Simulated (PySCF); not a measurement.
**Calculated NMR data**

PySCF calculation with spin–spin couplings from B3LYP/pcJ-1 (spin–dipole term left out of most H,H and C,H couplings), σ from GIAO-PBE0/pcSseg-1 and geometry from GFN2-xTB; non-relativistic, single conformer, in vacuum, rapidly exchanging positions averaged.

Chemical shifts δ = σref − σ; $^{1}$H (31.72 ppm), $^{13}$C (186.93 ppm) against TMS, all at this level. Multiplet labels drop J under 1 Hz and among equivalent protons, and merge close values. Unscaled 3J(H,H) run several per cent high. Where no couplings were computed, multiplicities follow the n + 1 count of equivalent neighbours, and m marks all less simple cases (inequivalent or close neighbours, rings, F or P nearby). One-bond C–F couplings are unscaled and too large by tens of Hz. Shifts are as computed. Against solution values, carbons near 30 ppm lie about +3 ppm off and those near 130 ppm about +5 ppm. Of 1211 compounds with measured shifts, 218 miss one by over three times the rms of a fit or turn the order of signals round; such compounds aren't used in these exercises. OH and NH positions are gas-phase values without hydrogen bonding to other molecules.

**1.** `C=Cc1cn[nH]c1C`, C6H8N2. $^{1}$H NMR (600 MHz, computed): δ 9.02 (br s, 1H), 7.90 (s, 1H), 6.72 (m, 1H), 5.85 (m, 1H), 5.34 (m, 1H), 2.40 (s, 3H). $^{13}$C{$^{1}$H} NMR (computed): δ 140.8, 138.9, 132.9, 123.4, 114.6, 11.8.

**2.** `C(#N)C1(F)CC1`, C4H4FN. $^{1}$H NMR (600 MHz, computed): δ 1.55 (m, 2H), 1.20 (m, 2H). $^{13}$C{$^{1}$H} NMR (computed): δ 122.3 (C, d, J = 30.9 Hz), 65.2 (C, d, J = 285.3 Hz), 18.4 (CH2, d, J = 11.1 Hz).
